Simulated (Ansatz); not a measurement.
System: C3H5NSSi, net charge 0, singlet state. SMILES: [SiH3]c1nccs1
Coordinates optimised at B3LYP-D3(BJ)/def2-TZVP (Ansatz, a program for electronic structure):
```xyz
11

Si     2.2045     0.2241     0.0526
C      0.3326     0.2107     0.0713
N     -0.3969     1.2311     0.4463
C     -1.7327     0.9607     0.3661
C     -2.0526    -0.2900    -0.0782
S     -0.6224    -1.1685    -0.4110
H      2.7185     0.4670     1.4174
H      2.6899     1.2827    -0.8583
H      2.6598    -1.1001    -0.4278
H     -2.4477     1.7200     0.6473
H     -3.0307    -0.7183    -0.2194
```

Property: vertical triplet-singlet gap (E(triplet) - E(singlet); each state is the SCF solution reached for its spin; for the triplet the Hartree-Fock reference is unstable and T1 is 0.028; for the singlet the Hartree-Fock reference is unstable and T1 is 0.015), in kJ/mol. Cores are frozen in the correlated levels unless marked. UHF or UKS for open shells. Spin-orbit coupling is left out. No relativistic terms. 

| level | program | vertical triplet-singlet gap (kJ/mol) |
|---|---|---|
| RI-HF/aug-cc-pV(T+d)Z | Ansatz | 275.2 |
| SVWN5/def2-TZVPD | Ansatz | 378.7 |
| PBE/def2-TZVPD | Ansatz | 361.9 |
| r2SCAN/def2-TZVPD | Ansatz | 348.4 |
| B3LYP/def2-TZVPD | Ansatz | 360.0 |
| CAM-B3LYP/def2-TZVPD | Ansatz | 358.8 |
| wB97M-V/def2-TZVPD | Ansatz | 377.1 |
| wB97X-V/def2-TZVPD | Ansatz | 369.2 |
| B2PLYP/def2-TZVPD | Ansatz | 378.8 |
| RI-MP2/aug-cc-pV(T+d)Z | Ansatz | 466.3 |
| RI-MP2/aug-cc-pV(Q+d)Z | Ansatz | 468.0 |
| CCSD/aug-cc-pV(D+d)Z | Ansatz | 372.4 |
| CCSD(T)/aug-cc-pV(D+d)Z | Ansatz | 383.2 |
| CCSD(T)/aug-cc-pV(T+d)Z | Ansatz | 380.5 |
